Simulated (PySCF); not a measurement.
CH6O3Sn, SMILES [OH][SnH]([O]C)[OH].

Geometry: B3LYP-D3(BJ)/def2-SVP. The structure was generated by enumeration; whether it is a known compound was not checked. The def2 effective core potentials stand for the cores of Sn; spin–orbit coupling is left out. One conformer was computed; it need not be the lowest.

Two levels are set side by side: TDDFT-PBE/def2-SVPD (PySCF) and TDDFT-PBE0/def2-SVPD (PySCF). Vertical, same geometry. The lowest singlet is HOMO→LUMO 99 % with PBE and HOMO→LUMO 94 % with the other functional; states are paired by order. Differences are taken from unrounded values.

```json
[
 {"quantity": "lowest singlet excitation (eV)", "TDDFT-PBE0": "5.36"},
 {"quantity": "lowest triplet excitation (TDA) (eV)", "TDDFT-PBE0": "4.92"}
]
```

What does TDDFT-PBE give, and how far is it from TDDFT-PBE0? (An estimate is asked for; the answer gives what the named calculation found.)


```csv
quantity,TDDFT-PBE,TDDFT-PBE minus TDDFT-PBE0
lowest singlet excitation (eV),4.32,-1.04
lowest triplet excitation (TDA) (eV),4.02,-0.90
```

A lower first singlet is the usual sign of a functional without exact exchange. Differences between two approximate levels are no errors against the true value.

Rough cost on one machine, each run with all the roots and properties that it gave: TDDFT-PBE0 against TDDFT-PBE about 4 times.
